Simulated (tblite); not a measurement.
Input of a run (GFN2-xTB geometry optimisation, gas phase (tblite 0.8.0)), started from a force field or distance geometry:
```
{"job": {"kind": "relax", "xc": "GFN2-xTB", "basis": "xTB"}, "charge": 0, "multiplicity": 2}
C     -2.671800    -0.423900     0.309500
N     -1.519900    -0.877700    -0.324700
C     -0.256400    -0.427200     0.218400
C     -0.132200     1.056300     0.153200
C      1.125400     1.312800    -0.130300
C      1.796200     0.009100    -0.279500
C      2.420300    -0.349700     1.000900
N      2.917100    -0.649600     2.013600
O      0.801000    -0.901900    -0.551600
H     -2.835200    -0.648300     1.367700
H     -3.212800     0.415600    -0.105900
H     -1.502300    -1.834900    -0.712900
H     -0.113600    -0.798800     1.260700
H     -0.922800     1.771500     0.335200
H      1.515800     2.327700    -0.242800
H      2.583800     0.028000    -1.055400
```

Output (eV, eV/Å):
```
step      E/eV     max force
  0    -711.18236    3.023
  1    -711.07971   10.421
  2    -711.36110    1.643
  3    -711.40516    0.872
  4    -711.43043    0.450
  5    -711.46530    0.978
  6    -711.49441    0.643
  7    -711.51834    0.450
  8    -711.54711    0.581
  9    -711.57732    0.736
 10    -711.60214    0.464
 11    -711.62679    0.402
 12    -711.65850    0.764
 13    -711.69752    0.828
 14    -711.73551    0.565
 15    -711.77111    0.522
 16    -711.81668    0.752
 17    -711.86567    0.941
 18    -711.91084    0.660
 19    -711.94720    0.476
 20    -711.97822    0.488
 21    -711.95597    1.457
 22    -712.02576    0.471
 23    -712.04395    0.370
 24    -712.07428    0.791
 25    -712.09222    0.413
 26    -712.10789    0.252
 27    -712.11959    0.246
 28    -712.12276    0.219
 29    -712.12878    0.258
 30    -712.13338    0.194
 31    -712.13629    0.144
 32    -712.13937    0.151
 33    -712.14290    0.179
 34    -712.14643    0.163
 35    -712.14987    0.173
 36    -712.15346    0.173
 37    -712.15753    0.185
 38    -712.16180    0.179
 39    -712.16599    0.131
 40    -712.16977    0.158
 41    -712.17333    0.232
 42    -712.17657    0.185
 43    -712.17981    0.133
 44    -712.18255    0.134
 45    -712.18539    0.204
 46    -712.18873    0.223
 47    -712.19147    0.149
 48    -712.19355    0.094
 49    -712.19531    0.108
 50    -712.19687    0.094
 51    -712.19825    0.087
 52    -712.19944    0.089
 53    -712.20048    0.109
 54    -712.20156    0.090
 55    -712.20280    0.139
 56    -712.20418    0.182
 57    -712.20562    0.103
 58    -712.20724    0.082
 59    -712.20834    0.089
 60    -712.20988    0.110
 61    -712.21137    0.181
 62    -712.21270    0.135
 63    -712.21386    0.147
 64    -712.21523    0.098
 65    -712.21652    0.080
 66    -712.21779    0.083
 67    -712.21868    0.072
 68    -712.21939    0.070
 69    -712.21989    0.139
 70    -712.22039    0.110
 71    -712.22103    0.104
 72    -712.22188    0.083
 73    -712.22288    0.094
 74    -712.22401    0.082
 75    -712.22512    0.152
 76    -712.22588    0.168
 77    -712.22645    0.288
 78    -712.22717    0.141
 79    -712.22786    0.086
 80    -712.22857    0.106
 81    -712.22965    0.127
 82    -712.23103    0.114
 83    -712.23258    0.144
 84    -712.23450    0.131
 85    -712.23667    0.208
 86    -712.23867    0.160
 87    -712.24011    0.280
 88    -712.24192    0.102
 89    -712.24301    0.120
 90    -712.24429    0.092
 91    -712.24495    0.067
 92    -712.24539    0.065
 93    -712.24567    0.078
 94    -712.24642    0.116
 95    -712.24729    0.141
 96    -712.24829    0.150
 97    -712.24879    0.143
 98    -712.24971    0.059
 99    -712.25018    0.070
100    -712.25064    0.076
101    -712.25097    0.063
102    -712.25133    0.051
103    -712.25175    0.051
104    -712.25221    0.092
105    -712.25253    0.063
106    -712.25274    0.072
107    -712.25290    0.036
108    -712.25301    0.032
109    -712.25311    0.033
110    -712.25319    0.040
111    -712.25335    0.052
112    -712.25355    0.061
113    -712.25379    0.055
114    -712.25404    0.067
115    -712.25431    0.079
116    -712.25466    0.093
117    -712.25485    0.168
118    -712.25357    0.319
119    -712.25583    0.061
120    -712.25641    0.085
121    -712.25848    0.220
122    -712.25999    0.268
123    -712.26245    0.175
124    -712.26345    0.136
125    -712.26437    0.129
126    -712.26603    0.091
127    -712.26777    0.147
128    -712.26852    0.374
129    -712.26951    0.236
130    -712.27074    0.142
131    -712.27138    0.084
132    -712.27187    0.110
133    -712.27267    0.117
134    -712.27347    0.129
135    -712.27406    0.084
136    -712.27439    0.046
137    -712.27458    0.035
138    -712.27475    0.030
139    -712.27492    0.031
140    -712.27514    0.041
141    -712.27536    0.037
142    -712.27549    0.022
143    -712.27556    0.018
144    -712.27562    0.021
145    -712.27573    0.026
146    -712.27594    0.041
147    -712.27632    0.056
148    -712.27690    0.079
149    -712.27759    0.100
150    -712.27829    0.064
151    -712.27877    0.043
152    -712.27896    0.036
153    -712.27914    0.027
154    -712.27930    0.028
155    -712.27947    0.029
156    -712.27958    0.022
157    -712.27963    0.037
158    -712.27966    0.029
159    -712.27968    0.027
160    -712.27969    0.018
161    -712.27970    0.009
```

Summarise the run.

The energy falls by 105.9 kJ/mol over 161 L-BFGS steps, the largest force on an atom goes from 3.02 to 0.009 eV/Å, and the atoms move by 0.738 Å rms after alignment. The bond that changes most is C6–O9 (ends: carbon bonded to 2 C, O and H; oxygen bonded to 2 C), which lengthens by 0.047 Å. Bonds longer at the end by more than 0.005 Å: 5 of 16; shorter: 9. Among the angles that change most is C6–C5–H15, from 130.4° to 121.8°. Among the dihedrals that turn most is H11–C1–N2–H12, from -117° to 23°. The energy rose by more than 1e-5 eV at steps 1, 21 and 118.

What are the final bond lengths?

C1–N2 1.373 Å, N2–C3 1.445 Å, C3–C4 1.504 Å, C4=C5 1.328 Å, C5–C6 1.508 Å, C6–C7 1.456 Å, C7≡N8 1.142 Å, C6–O9 1.423 Å, C3–O9 1.414 Å, C1–H10 1.071 Å, C1–H11 1.069 Å, N2–H12 1.011 Å, C3–H13 1.098 Å, C4–H14 1.072 Å, C5–H15 1.073 Å, C6–H16 1.103 Å. Numbering counts from 1 in the input's order; the species is `[CH2]N[C@@H]1C=C[C@@H](C#N)O1` [radical].

Its GFN2-xTB frequencies are all real (lowest 44 cm⁻¹). 3 starts were optimised and ended at 0.00, 0.11 and 0.12 kcal/mol (GFN2-xTB); the lowest of these is shown.

One conformer stands for the species.

The numbers are calculated, not measured.
